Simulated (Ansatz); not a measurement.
Wavefunction ladder for CH5AlCl2Se, SMILES `[CH3][Al-]([Cl])([Cl])[SeH2+]`

Z-matrix (Å, degrees):
```
C
Al 1 1.940
H 1 1.093 2 111.9
H 1 1.094 2 110.0 3 119.0
H 1 1.093 2 111.9 3 -121.9
Cl 2 2.123 1 118.8 3 166.1
Cl 2 2.123 1 118.8 3 -44.3
Se 2 2.650 1 105.5 3 60.9
H 8 1.470 2 97.2 1 46.4
H 8 1.470 2 97.2 1 -46.2
```

The species carries charge 0 and has multiplicity 1. Correlated methods include outer-core shells of Se, which these sets cover unevenly. Scalar relativity is left out up to krypton. All single points use the PBE0-D4/def2-TZVP geometry. It is one conformer, not always the lowest. Frozen core, restricted reference, Ansatz.

```
     basis      HF (Eh)  MP2 corr.  CCSD corr.       (T)  CCSD(T) total
  def2-SVP            ?   -0.72089           ?         ?              ?
def2-TZVPP  -3601.76121   -0.92491    -0.98476  -0.03851    -3602.78448
def2-QZVPP            ?   -1.28679           –         –              –
```

Task: Fill in the withheld values. (Best estimate.)

Result: Computed: def2-SVP HF (Eh): -3601.02070; def2-SVP CCSD corr.: -0.77510; def2-SVP (T): -0.01797; def2-SVP CCSD(T) total: -3601.81377; def2-QZVPP HF (Eh): -3601.84311.
